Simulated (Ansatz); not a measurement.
```yaml
crystal:
  periodic: [false, false, false]
  atoms:
    - {symbol: F, position_ang: [-2.247012, -0.512733, 1.218293]}
    - {symbol: In, position_ang: [-1.548619, 1.096528, 0.334945]}
    - {symbol: C, position_ang: [0.424753, 0.611929, -0.380789]}
    - {symbol: Si, position_ang: [0.884025, -1.204050, -0.243571]}
    - {symbol: Cl, position_ang: [1.493669, 1.597615, 0.696074]}
    - {symbol: H, position_ang: [-2.579028, 2.441566, 0.438282]}
    - {symbol: H, position_ang: [0.577410, 0.988353, -1.393096]}
    - {symbol: H, position_ang: [-0.021968, -1.961559, -1.148118]}
    - {symbol: H, position_ang: [0.723513, -1.660392, 1.155401]}
    - {symbol: H, position_ang: [2.293258, -1.397257, -0.677411]}
basis:
  gaussian: {orbitals: def2-SVPD, fitting: {mean_field: cc-pVTZ-jkfit}}
total_charge: 1
magnetization: {spin_polarized: true, initial_magnetization: 1}
hamiltonian: {xc: {name: B3LYP}}
output: {forces: true}
```

```sh
$ ansatz run in.yaml --threads 4 --pin off --events-out ev --progress --plain --max-ram 10444MiB
```

(1) How does Ansatz answer? (Estimate.)

Results:

(1) The calculation gave: The program refused the input.
```
Functional definition: B3LYP
Error: <dir> the basis set cc-pVTZ-JKFIT has no functions for In
```

B3LYP here is the variant with VWN-RPA as its local correlation; programs differ in this.
